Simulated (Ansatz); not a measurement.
```yaml
crystal:
  periodic: [true, true, true]
  atoms:
    - {symbol: C, position_ang: [0.739338, 0.697279, -1.163107]}
    - {symbol: C, position_ang: [-0.469406, -0.052190, -0.594468]}
    - {symbol: C, position_ang: [-0.395143, -1.532730, -0.979094]}
    - {symbol: C, position_ang: [-1.759311, 0.555724, -1.124269]}
    - {symbol: C, position_ang: [-0.439298, 0.066098, 0.923326]}
    - {symbol: O, position_ang: [-1.330033, 0.570930, 1.559300]}
    - {symbol: C, position_ang: [0.796883, -0.432935, 1.658871]}
    - {symbol: C, position_ang: [1.519230, 0.743494, 2.268319]}
    - {symbol: O, position_ang: [2.684159, 0.969075, 2.101534]}
    - {symbol: H, position_ang: [0.733462, 0.618139, -2.252942]}
    - {symbol: H, position_ang: [0.703702, 1.758427, -0.904682]}
    - {symbol: H, position_ang: [1.688711, 0.293574, -0.805721]}
    - {symbol: H, position_ang: [-1.233643, -2.093507, -0.558814]}
    - {symbol: H, position_ang: [0.532998, -2.002718, -0.648275]}
    - {symbol: H, position_ang: [-0.441823, -1.625652, -2.066837]}
    - {symbol: H, position_ang: [-2.633225, 0.042679, -0.719961]}
    - {symbol: H, position_ang: [-1.841018, 1.608276, -0.849450]}
    - {symbol: H, position_ang: [-1.783892, 0.478044, -2.213806]}
    - {symbol: H, position_ang: [0.432257, -1.053132, 2.484343]}
    - {symbol: H, position_ang: [1.491898, -1.002699, 1.046446]}
    - {symbol: H, position_ang: [0.879555, 1.404525, 2.886485]}
basis:
  gaussian: {orbitals: 6-31G}
hamiltonian: {xc: {name: revPBE}, dispersion: d3bj}
accuracy: high
scf: {lower_state_search: off}
```

```sh
$ ansatz run in.yaml --threads 4 --pin off --events-out ev --progress --plain --max-ram 66560MiB --backend cpu
```

Output, abridged:

```
Error: YAML parse error: error: line 2 column 3: crystal: missing field `lattice` (a structure is typed as `lattice` and `atoms`, a molecule's as `atoms` in Å alone, or read from a run's directory, `checkpoint`)
 --> <input>:2:3
1 | crystal:
2 |   periodic: [true, true, true]
3 |   atoms:
4 |     - {symbol: C, position_ang: [0.739338, 0.697279, -1.163107]}
```

(1) Something in this input is off. What?

Answers

(1) The molecule is marked periodic without a cell. The program refused the input.
